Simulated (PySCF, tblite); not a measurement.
One entry of a table of gas-phase calculations, keyed by method. Lists by class give the value and the number of equivalent atoms.

```json
{
 "formula": "C4H11NSi2",
 "smiles": "C=CN1[SiH2]CC[SiH2]1",
 "charge": 0,
 "multiplicity": 1,
 "geometry_level": "GFN2-xTB",
 "electronic_structure_code": "PySCF",
 "results": {
  "GFN2-xTB geometry": {
   "point_group": "C1",
   "rotational_constants_GHz": [2.852, 1.548, 1.051]
  },
  "PBE0/def2-SVPD ground state and vertical TDDFT (core frozen in the response)": {
   "dipole_D": 1.64,
   "homo_eV": -6.15,
   "lumo_eV": 0.25,
   "S1_eV": 5.31,
   "strongest_line_of_8_singlets_eV": 6.04,
   "T1_tda_eV": 4.06,
   "polarisability_au": 104.6,
   "r2_bohr2_about_centre_of_nuclear_charge": 1176.1,
   "singlets_eV_and_f": [
    [5.31, 0.001],
    [5.48, 0.009],
    [5.79, 0.003],
    [6.04, 0.306],
    [6.25, 0.033],
    [6.53, 0.01],
    [6.81, 0.008],
    [6.95, 0.004]
   ],
   "triplets_tda_eV": [4.06, 5.19, 5.41]
  },
  "PBE0/pcSseg-1 ground state and GIAO shieldings, non-relativistic": {
   "shift_vs_computed_TMS_C_by_class_ppm": [
    [145.4, 1],
    [95.1, 1],
    [7.0, 2]
   ],
   "shift_vs_computed_TMS_H_by_class_ppm": [
    [6.59, 1],
    [4.92, 4],
    [4.37, 1],
    [4.24, 1],
    [1.18, 4]
   ],
   "shielding_other_nuclei_by_class_ppm": [
    ["N", 195.3, 1],
    ["Si", 372.3, 2]
   ]
  },
  "GFN2-xTB harmonic vibrations, gas phase": {
   "strongest_ir_bands_cm-1_km_per_mol_modes": [
    [766.8, 234.8, 1],
    [803.0, 282.1, 1],
    [1241.7, 262.0, 1],
    [2219.1, 680.0, 1],
    [2241.8, 221.1, 1],
    [2245.5, 243.7, 1]
   ],
   "zpe_kcal_per_mol": 85.2
  }
 }
}
```

 The 8 singlets span 5.31 to 6.95 eV, and their oscillator strengths add up to 0.37. S1 lies 1.09 eV below the HOMO–LUMO gap; its leading configuration is HOMO→LUMO, weight 0.74. The vertical singlet–triplet gap S1 − T1 is 1.25 eV (TDDFT singlet less Tamm–Dancoff triplet).

 NMR classes are plain means over equivalent atoms (diastereotopic ones count apart unless rotation or inversion swaps them), as if these changed places fast; in this geometry the members of some classes differ.

One conformer stands for the species.
